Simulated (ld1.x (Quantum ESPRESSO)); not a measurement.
**u(r) = r·R(r): atom against pseudo-atom (B)**

Columns: radius, all-electron u(r) and pseudo u(r) of the 2p shell (level -3.56 eV) of boron in the configuration [He] 2s2 2p1; PBEsol, non-relativistic, PAW scheme, ld1.x (Quantum ESPRESSO) 7.5.

```csv
r (bohr),all-electron,pseudo
0.175,0.0697,0.0091
0.350,0.1949,0.0356
0.525,0.3176,0.0776
0.700,0.4203,0.1319
0.875,0.5008,0.1947
1.050,0.5598,0.2613
1.225,0.5983,0.3273
1.400,0.6193,0.3885
1.575,0.6260,0.4411
1.750,0.6217,0.4825
1.925,0.6089,0.5112
2.100,0.5899,0.5266
2.275,0.5666,0.5293
2.450,0.5403,0.5210
2.625,0.5122,0.5040
2.800,0.4831,0.4806
2.975,0.4539,0.4535
3.150,0.4249,0.4250
3.325,0.3966,0.3966
3.500,0.3693,0.3693
3.675,0.3433,0.3433
3.850,0.3185,0.3185
4.025,0.2951,0.2951
4.200,0.2732,0.2732
4.375,0.2526,0.2526
4.550,0.2334,0.2334
```

(1) How many radial nodes do the two functions have?

(2) At about which radius was the pseudo-wave matched?

(3) Where does each function peak?

(4) Is the pseudo-wave norm-conserving?

## Answers

(1) The all-electron 2p function has n − l − 1 = 0; the pseudo-wave has 0.

(2) 3.50 bohr. The columns agree to 0.0005 from 2.98 bohr on; several derivatives are matched, so the curves merge somewhat inside the radius.

(3) Outermost all-electron maximum near 1.57 bohr, pseudo maximum near 2.27 bohr (to the table’s step).

(4) No, it belongs to a PAW set: the norm inside the radius is not constrained, and the difference is carried by the augmentation charge.
